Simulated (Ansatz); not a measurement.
Reaction (redistribution): `CCOB(Cl)Cl` + `[Cl][Al]([Cl])[Cl]` → `ClB(Cl)Cl` + `CC[O][Al]([Cl])[Cl]`

Isolated molecules relaxed with PBE0-D4/def2-TZVP in Ansatz; ΔE leaves out vibrations. CCSD(T)/CBS is the MP2 limit (def2-TZVPP, def2-QZVPP) plus CCSD(T) − MP2 in def2-TZVPP, frozen cores. This one scheme is used for every species. DFT in def2-TZVPP. B3LYP here is the variant with VWN-RPA as its local correlation; programs differ in this. HSE06 is defined as in plane-wave codes. One conformer a species, not always the lowest.

```json
{"level": "LDA (SPW92)", "ΔE (kJ/mol)": "84.3", "difference from CCSD(T)/CBS": "-2.3"}
{"level": "PBE-D4", "ΔE (kJ/mol)": "80.1", "difference from CCSD(T)/CBS": "-6.5"}
{"level": "revPBE-D4", "ΔE (kJ/mol)": "79.5", "difference from CCSD(T)/CBS": "-7.1"}
{"level": "BLYP-D4", "ΔE (kJ/mol)": "78.9", "difference from CCSD(T)/CBS": "-7.7"}
{"level": "r2SCAN-D4", "ΔE (kJ/mol)": "84.2", "difference from CCSD(T)/CBS": "-2.4"}
{"level": "PBE0-D4", "ΔE (kJ/mol)": "85.3", "difference from CCSD(T)/CBS": "-1.3"}
{"level": "B3LYP-D4", "ΔE (kJ/mol)": "83.3", "difference from CCSD(T)/CBS": "-3.3"}
{"level": "r2SCANh-D4", "ΔE (kJ/mol)": "85.5", "difference from CCSD(T)/CBS": "-1.1"}
{"level": "r2SCAN0-D4", "ΔE (kJ/mol)": "87.3", "difference from CCSD(T)/CBS": "0.7"}
{"level": "HSE06-D4", "ΔE (kJ/mol)": "85.4", "difference from CCSD(T)/CBS": "-1.2"}
{"level": "BHLYP-D4", "ΔE (kJ/mol)": "88.8", "difference from CCSD(T)/CBS": "2.2"}
{"level": "CAM-B3LYP-D4", "ΔE (kJ/mol)": "85.8", "difference from CCSD(T)/CBS": "-0.8"}
{"level": "ωB97X-V", "ΔE (kJ/mol)": "85.8", "difference from CCSD(T)/CBS": "-0.8"}
{"level": "ωB97M-V", "ΔE (kJ/mol)": "86.5", "difference from CCSD(T)/CBS": "-0.1"}
{"level": "B2PLYP", "ΔE (kJ/mol)": "82.4", "difference from CCSD(T)/CBS": "-4.2"}
{"level": "PBE-QIDH", "ΔE (kJ/mol)": "86.1", "difference from CCSD(T)/CBS": "-0.5"}
{"level": "PBE", "ΔE (kJ/mol)": "79.2", "difference from CCSD(T)/CBS": "-7.4"}
{"level": "revPBE", "ΔE (kJ/mol)": "77.0", "difference from CCSD(T)/CBS": "-9.6"}
{"level": "BLYP", "ΔE (kJ/mol)": "77.2", "difference from CCSD(T)/CBS": "-9.4"}
{"level": "r2SCAN", "ΔE (kJ/mol)": "84.0", "difference from CCSD(T)/CBS": "-2.6"}
{"level": "PBE0", "ΔE (kJ/mol)": "84.5", "difference from CCSD(T)/CBS": "-2.1"}
{"level": "B3LYP", "ΔE (kJ/mol)": "82.1", "difference from CCSD(T)/CBS": "-4.5"}
{"level": "r2SCANh", "ΔE (kJ/mol)": "85.3", "difference from CCSD(T)/CBS": "-1.3"}
{"level": "HSE06", "ΔE (kJ/mol)": "84.7", "difference from CCSD(T)/CBS": "-1.9"}
{"level": "BHLYP", "ΔE (kJ/mol)": "88.0", "difference from CCSD(T)/CBS": "1.4"}
{"level": "CAM-B3LYP", "ΔE (kJ/mol)": "85.1", "difference from CCSD(T)/CBS": "-1.5"}
{"level": "LC-ωPBE", "ΔE (kJ/mol)": "85.3", "difference from CCSD(T)/CBS": "-1.3"}
{"level": "HF/def2-SVP", "ΔE (kJ/mol)": "100.2", "difference from CCSD(T)/CBS": "13.6"}
{"level": "MP2/def2-SVP", "ΔE (kJ/mol)": "87.7", "difference from CCSD(T)/CBS": "1.1"}
{"level": "CCSD/def2-SVP", "ΔE (kJ/mol)": "89.4", "difference from CCSD(T)/CBS": "2.8"}
{"level": "CCSD(T)/def2-SVP", "ΔE (kJ/mol)": "88.8", "difference from CCSD(T)/CBS": "2.2"}
{"level": "HF/def2-TZVPP", "ΔE (kJ/mol)": "94.4", "difference from CCSD(T)/CBS": "7.8"}
{"level": "MP2/def2-TZVPP", "ΔE (kJ/mol)": "81.8", "difference from CCSD(T)/CBS": "-4.8"}
{"level": "SCS-MP2/def2-TZVPP", "ΔE (kJ/mol)": "81.5", "difference from CCSD(T)/CBS": "-5.1"}
{"level": "CCSD(T)/def2-TZVPP", "ΔE (kJ/mol)": "84.0", "difference from CCSD(T)/CBS": "-2.6"}
{"level": "HF/def2-QZVPP", "ΔE (kJ/mol)": "94.3", "difference from CCSD(T)/CBS": "7.7"}
{"level": "MP2/def2-QZVPP", "ΔE (kJ/mol)": "83.3", "difference from CCSD(T)/CBS": "-3.3"}
{"level": "HF/CBS(def2)", "ΔE (kJ/mol)": "94.3", "difference from CCSD(T)/CBS": "7.7"}
{"level": "MP2/CBS(def2)", "ΔE (kJ/mol)": "84.5", "difference from CCSD(T)/CBS": "-2.1"}
{"level": "CCSD/CBS(def2)", "ΔE (kJ/mol)": "87.7", "difference from CCSD(T)/CBS": "1.1"}
{"level": "CCSD(T)/CBS", "ΔE (kJ/mol)": "86.6", "difference from CCSD(T)/CBS": "0"}
```

Largest T1 diagnostic among the species: 0.011.

From r2SCAN to r2SCAN0 (25 % exact exchange), in def2-TZVPP and without D4, ΔE moves by +3.1 kJ/mol. Leaving LDA and LC-ωPBE aside and taking each functional with its dispersion term where it has one, the values spread over 9.9 kJ/mol, from BLYP-D4 to BHLYP-D4. LDA lies +5.1 kJ/mol from PBE without D4.
